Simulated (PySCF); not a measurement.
**Orbital picture of SbO**

r²SCAN0 at R = 1.845 Å; basis Sb cc-pVDZ-PP with ECP28, O cc-pVDZ; scalar-relativistic core potentials; PySCF 2.14. State: ²Π (doublet), unpaired electrons π ↑. Only the outer orbitals are listed, counted within each symmetry, core potentials removing the inner ones.

| spin | orbital | occ. | ε (eV) | on Sb (%) | main shells (%) |
| --- | --- | --- | --- | --- | --- |
| α | 5σ | 1 | -26.57 | 12 | 86 O s |
| α | 6σ | 1 | -15.01 | 81 | 79 Sb s, 12 O p |
| α | 3π | 1 | -9.72 | 23 | 76 O p, 22 Sb p |
| α | 7σ | 1 | -9.38 | 37 | 61 O p, 26 Sb p, 10 Sb s |
| α | 3π | 1 | -9.17 | 25 | 75 O p, 23 Sb p |
| α | 4π | 1 | -5.73 | 80 | 78 Sb p, 20 O p |
| α | 4π | 0 | -3.50 | 79 | 77 Sb p, 21 O p |
| α | 8σ | 0 | 0.17 | 89 | 74 Sb p, 13 O p, 10 Sb d |
| α | 9σ | 0 | 6.34 | 100 | 96 Sb s |
| β | 5σ | 1 | -25.82 | 14 | 84 O s |
| β | 6σ | 1 | -14.28 | 79 | 77 Sb s, 13 O p, 8 O s |
| β | 7σ | 1 | -8.99 | 39 | 58 O p, 28 Sb p, 12 Sb s |
| β | 3π | 1 | -8.64 | 33 | 67 O p, 31 Sb p |
| β | 3π | 1 | -8.13 | 26 | 74 O p, 24 Sb p |
| β | 4π | 0 | -3.19 | 71 | 69 Sb p, 29 O p |
| β | 4π | 0 | -2.22 | 78 | 76 Sb p, 22 O p |
| β | 8σ | 0 | 0.55 | 88 | 72 Sb p, 14 O p, 10 Sb d |

Task: Which are the highest filled and the lowest empty level, where do they sit, and how wide is the gap?

Result: Highest filled α 4π at -5.73 eV (in %: 78 Sb p, 20 O p); lowest empty α 4π at -3.50 eV (in %: 77 Sb p, 21 O p); the gap at r²SCAN0 is 2.23 eV. Both belong to one degenerate shell, split only by its one-sided filling, so this is no excitation gap.

```json
{"bond order (Mayer)": "2.07", "⟨S²⟩": "0.765", "charge on Sb (Mulliken, basis-dependent)": "0.53", "charge on Sb (Löwdin, basis-dependent)": "0.56", "dipole moment (positive dipole means Sb(−)O(+))": "-3.54 D"}
```

Spin–orbit coupling is left out. The state was picked by a PBE0 search and need not be the measured ground state.
